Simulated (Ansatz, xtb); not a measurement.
**Two isomers of C4H4S3**

We compare I, `Cc1csc(=S)s1`, a singlet, with II, `Sc1ccc(S)s1`, a singlet. Both are isolated molecules in the gas phase, relaxed with B3LYP/def2-SVP; the shapes shown needn't be the lowest conformers.

I (Å):

```xyz
11

C    -0.5477    0.6484    1.1184
C     0.3212   -0.5136    0.7355
C     0.7181   -1.5201    1.5450
C     1.8285   -2.1218   -0.7726
S     1.7349   -2.7703    0.8695
S     2.6622   -2.8224   -1.9976
S     0.9067   -0.6190   -0.9253
H    -0.0262    1.6077    0.9651
H    -1.4709    0.6754    0.5160
H    -0.8315    0.5775    2.1785
H     0.4417   -1.6006    2.5986
```

II (Å):

```xyz
11

C    -0.1882   -0.4128    1.6561
C     1.1860   -0.5034    1.6108
C     1.6930   -0.6660    0.2900
C     0.7041   -0.6987   -0.6692
S    -1.1860   -0.1303    3.0923
S     0.9310   -0.8074   -2.4227
S    -0.8710   -0.4853    0.0515
H    -1.7121   -1.3771    3.1951
H     1.8055   -0.4673    2.5080
H     2.7508   -0.7704    0.0449
H     0.4993   -2.0841   -2.5821
```

Quicker runs give these differences E(II) − E(I): GFN2-xTB +3.1 kcal/mol; HF/STO-3G +7.4 kcal/mol (at GFN2-xTB geometries); r2SCAN-D4/def2-SVP +9.9 kcal/mol (at GFN2-xTB geometries).

Task: Estimate E(II) − E(I) at the level CCSD(T)/def2-SVP + ΔMP2/def2-TZVPP.

Result: Calculated at CCSD(T)/def2-SVP + ΔMP2/def2-TZVPP: E(II) − E(I) = +3.3 kcal/mol, so structure I lies lower.

Level by level:

```
                             level        geometry  E(II) − E(I) (kcal/mol)  departure from the last row (kcal/mol)  job, with rough time for the two
                          GFN2-xTB        GFN2-xTB                      +3.1                                    −0.3              optimisation, 0.26 s
                         HF/STO-3G        GFN2-xTB                      +7.4                                    +4.0              single point, 0.98 s
                r2SCAN-D4/def2-SVP        GFN2-xTB                      +9.9                                    +6.5               single point, 5.6 s
                    B3LYP/def2-SVP  B3LYP/def2-SVP                      +4.9                                    +1.6                optimisation, 83 s
                       HF/def2-SVP  B3LYP/def2-SVP                      −2.2                                    −5.6           part of the CCSD(T) run
                      MP2/def2-SVP  B3LYP/def2-SVP                      +1.2                                    −2.2           part of the CCSD(T) run
                  CCSD(T)/def2-SVP  B3LYP/def2-SVP                      +2.1                                    −1.2                      single point
CCSD(T)/def2-SVP + ΔMP2/def2-TZVPP  B3LYP/def2-SVP                      +3.3                                                        single point, 89 s
```

As drawn, II has 3 C∷C, 2 C∷S, 2 S–H in place of 1 C–C, 1 C=C, 2 C–S, 1 C=S, 2 C–H (∷ is an aromatic bond). Structure I has a 5-membered ring, II a 5-membered ring (with an aromatic ring).

HF/def2-SVP puts the two in the other order. The largest departure from CCSD(T)/def2-SVP + ΔMP2/def2-TZVPP is that of r2SCAN-D4/def2-SVP, 6.5 kcal/mol. The last row adds to CCSD(T) the change of the MP2 difference between the two basis sets, here +1.2 kcal/mol.

With thermal terms from frequencies at re-optimised GFN2-xTB minima (ideal gas, soft modes damped towards free rotors, one conformer each, 298.15 K, 1 atm): the zero-point term adds −3.6 kcal/mol; ΔH is +0.1 and ΔG −0.3 kcal/mol. In free energy the two are nearly level. The free energy reverses the electronic order.

The correlated steps freeze 19 core orbitals. Codes used: Ansatz 0.2.0, xtb 6.7.1; the last row on 2 threads of Intel(R) Xeon(R) Processor @ 2.70GHz on a shared host.
